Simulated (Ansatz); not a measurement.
Basis-set extrapolation for CH$_{5}$BF$_{2}$Si, SMILES `C[SiH2]B(F)F` (PBE0-D4/def2-TZVP geometry, frozen core, the Gaussian-basis code of Ansatz). Multiplicity 1, RHF reference.

```csv
,def2-TZVPP,def2-QZVPP
HF,-553.526611,-553.547477
MP2 correlation,-0.891328,-0.966464
CCSD(T) correlation,-0.959713,not run
```

Energies in hartree. Use E(X) = E(∞) + A·exp(−7.88·√X) for Hartree–Fock and E(X) = E(∞) + B·X^(−2.97) for correlation, with X = 3 and 4, and add CCSD(T) minus MP2 of the smaller set to the MP2 limit.

**Question.** What is the CCSD(T) energy at the basis-set limit?

**Answer.** HF limit: -553.547477 + (-0.020866) × 0.13774 = -553.55035. MP2 limit: -0.966464 + (-0.075136) × 0.74074 = -1.02212. Higher-order term: -0.959713 − (-0.891328) = -0.06839. Total: -554.64086 hartree, 405.7 kJ/mol below CCSD(T)/def2-TZVPP.
